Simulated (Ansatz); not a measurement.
`CC[Se]C` + H₂ → `CC[SeH]` + CH₄  (hydrogenolysis of the Se–C bond)

Gas-phase electronic energies from Ansatz, PBE0-D4/def2-TZVP geometries. CCSD(T)/CBS is the MP2 limit (def2-TZVPP, def2-QZVPP) plus CCSD(T) − MP2 in def2-TZVPP, frozen cores. This one scheme is used for every species. DFT in def2-TZVPP. For Se outer-core shells are correlated without core-valence functions, which leaves a few kJ/mol of doubt a bond. Scalar relativity is left out up to krypton. Each species was taken in one conformer, which may not be the lowest.

Is it downhill or uphill in electronic energy at CCSD(T)/CBS, and by how much? (Estimate.)

Computed: Downhill: ΔE = -68.1 kJ/mol.

What do these levels give: r2SCANh-D4, BHLYP-D4, ωB97X-V, ωB97M-V, PBE0, r2SCANh, RPA@PBE/def2-TZVPP, MP2/def2-SVP, CCSD(T)/def2-SVP, CCSD/def2-TZVPP, MP2/def2-QZVPP, CCSD/CBS(def2)? (Estimate.)

Computed: r2SCANh-D4 -71.7, BHLYP-D4 -76.6, ωB97X-V -71.1, ωB97M-V -71.3, PBE0 -75.6, r2SCANh -73.2, RPA@PBE/def2-TZVPP -67.0, MP2/def2-SVP -81.0, CCSD(T)/def2-SVP -86.3, CCSD/def2-TZVPP -74.0, MP2/def2-QZVPP -62.4, CCSD/CBS(def2) -72.7 kJ/mol.

Largest T1 diagnostic among the species: 0.009.

Leaving LDA and LC-ωPBE aside and taking each functional with its dispersion term where it has one, the values, not all of them listed here, spread over 17.9 kJ/mol, from B97M-V to revPBE-D4. At CCSD(T), def2-SVP lies −18.1 kJ/mol from the extrapolated value and def2-TZVPP −1.3 kJ/mol.
